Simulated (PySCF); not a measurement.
Species: C₈H₁₁N₃.
Atom-mapped SMILES: `[CH:1]#[C:2][c:3]1[cH:4][n:5][n:6]([C@H:7]([CH3:8])[CH2:9][CH3:10])[n:11]1`

Geometry (GFN2-xTB, Å), atoms numbered from 1 in this order:
```
atom  x, y, z in Å
C1     4.5178    0.6492   -0.7157
C2     3.4279    0.2467   -0.4146
C3     2.1678   -0.2464   -0.0345
C4     1.8566   -1.1332    1.0138
N5     0.5485   -1.3265    1.0052
N6     0.1077   -0.5971    0.0101
C7    -1.2865   -0.5424   -0.3433
C8    -1.4677   -1.1125   -1.7478
C9    -1.7819    0.9036   -0.2496
C10   -1.7070    1.4414    1.1740
N11    1.0224    0.0660   -0.6442
H12    5.4674    1.0040   -0.9847
H13    2.5013   -1.6050    1.7255
H14   -1.8008   -1.1677    0.3939
H15   -0.8983   -0.5196   -2.4594
H16   -2.5171   -1.0917   -2.0278
H17   -1.1160   -2.1409   -1.7892
H18   -1.1713    1.5190   -0.9126
H19   -2.8142    0.9399   -0.6013
H20   -0.6831    1.4295    1.5403
H21   -2.0686    2.4657    1.2104
H22   -2.3154    0.8374    1.8437
```

Probes without a nucleus sit at each ring's centroid and 1 Å off its mean plane on both sides; NICS is minus the shielding there, NICSzz its component along the normal. Level: GIAO PBE0/pcSseg-1 (PySCF, non-relativistic, gas phase) on the GFN2-xTB geometry, one conformer.

Ring bond lengths (Å), with Mayer bond orders in brackets: C3–C4 1.408 (1.31), C4–N5 1.322 (1.52), N5–N6 1.310 (1.25), N6–N11 1.305 (1.25), N11–C3 1.335 (1.39).

Q: Give the NICS values of each ring in ppm.

A: 
```json
{"ring": "C3–C4–N5–N6–N11", "type": "5-membered ring with 3 N; formal bonds all aromatic", "NICS(0)": "-13.2", "NICS(1), two faces": "-12.7 / -12.8", "NICS(1)zz, two faces": "-31.8 / -31.8", "rms pucker (Å)": "0.00", "centre to ring atoms, mean (Å)": "1.14"}
```

Q: What can be read from them?

A: 
- C3–C4–N5–N6–N11: mean NICS(1)zz -31.8 ppm, shielded. The ring is flat and has no four-coordinate atom; by the NICS criterion it is aromatic.

Q: What does the geometric index give? Use HOMA with the parameters of Krygowski (1993).

A: 
- C3–C4–N5–N6–N11: HOMA 0.98; the largest term is that of C3–C4, α(R − Ropt)² = 0.10. The geometric and the magnetic index point the same way.

Q: What is the mean of the two in-plane components of NICS at the first NICS(1) probe listed for ring C3–C4–N5–N6–N11, 1 Å off the ring?

A: The isotropic value is a third of the trace: (3 × -12.7 − (-31.8))/2 = -3.1 ppm.

Q: What are the shieldings of the ring atoms and their hydrogens in the same run (means over atoms taken as equivalent)?

A: 
```tsv
atoms	environment	σ isotropic (ppm)
C3	substituted aromatic carbon	50.9
C4	aromatic CH next to a ring nitrogen	43.6
N5	pyridine-type nitrogen	-99.1
N6	pyrrole-type nitrogen	-21.5
N11	pyridine-type nitrogen	-95.1
H13	aromatic hydrogen	24.02
```
